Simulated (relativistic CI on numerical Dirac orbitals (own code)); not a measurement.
Os XXXI: sensitivity of the levels to the model

Base calculation: Dirac-Coulomb-Breit CI, KLI orbitals optimised for each configuration, QED by a radiative potential, unscaled Slater integrals.

CI space (outside the closed core [Ar] 3d10): 4s2.4p6.4d10, 4s2.4p6.4d9.4f, 4s2.4p5.4d10.4f, 4s.4p6.4d10.4f, 4s2.4p6.4d9.5s, 4s2.4p6.4d9.5p, 4s2.4p6.4d9.5d, 4s2.4p5.4d10.5s, 4s2.4p6.4d9.5f, 4s2.4p5.4d10.5p, 4s2.4p6.4d9.5g, 4s2.4p6.4d9.6s, 4s2.4p6.4d9.6p, 4s2.4p5.4d10.5d, 4s.4p6.4d10.5s, 4s2.4p6.4d9.6d, 4s.4p6.4d10.5p, 4p6.4d10.4f2, 4p6.4d9.4f3, 4p5.4d10.4f3, 4p6.4d9.4f2.5s, 4p6.4d9.4f2.5p, 4p6.4d9.4f2.5d. Double excitations out of closed p, d and f shells are left out; levels of such configurations are missing from the list, as are those of other unlisted configurations, and high levels can miss mixing partners. These lack a partner that the ground configuration has and come out too high: 4s2.4p5.4d10.5s, 4s2.4p6.4d9.5f, 4s2.4p5.4d10.5p, 4s2.4p6.4d9.5g, 4s2.4p6.4d9.6s.

Variants: (1) valence Slater integrals scaled by 0.9; (2) only the first 3 configurations. Shifts of the energy above 4s2.4p6.4d10 1S_0, in eV, for the lowest level and the first level of each name with at least 55 % of one term (blank where a level changes its place among those of its configuration and J or its character, or is not in the variant):

```
               Level     Base    Δ(1)    Δ(2)
   4s2.4p6.4d10 1S_0    0.000   0.000   0.000
4s2.4p6.4d9.4f 3P°_0  199.900  +1.061  -0.040
4s2.4p6.4d9.4f 3P°_1  202.303  +0.919  -0.041
4s2.4p6.4d9.4f 3H°_5  207.246  +0.327  -0.055
4s2.4p6.4d9.4f 3H°_6  209.811  +0.479  -0.055
4s2.4p6.4d9.4f 3F°_3  210.443  +0.051  +0.015
4s2.4p6.4d9.4f 3F°_4  214.827  +0.011  +0.021
4s2.4p6.4d9.4f 3G°_5  216.703  -0.190  -0.053
4s2.4p6.4d9.4f 3D°_1  218.924  +0.137  -0.049
4s2.4p6.4d9.4f 3H°_4  225.471  +0.295  -0.054
4s2.4p6.4d9.4f 3G°_3  232.284  -0.246  -0.031
4s2.4p6.4d9.4f 1P°_1  272.000  -4.944  +0.078
 4s2.4p6.4d9.5s 3D_3  392.893  +0.100        
4s2.4p5.4d10.4f 3D_1  409.685  +0.710  +0.356
```

At this charge energies of transitions that change n are usually good to better than 1 %, and those within a shell (Δn = 0) to a few per cent.

Ionisation energy from the two ground configurations alone: base 1261.7 eV. The NIST ASD value (theoretical) is 1262 eV.

LS names give the leading component of a level, which can be under half, so a name can repeat, a term be missing and a line seem to break the LS rules.
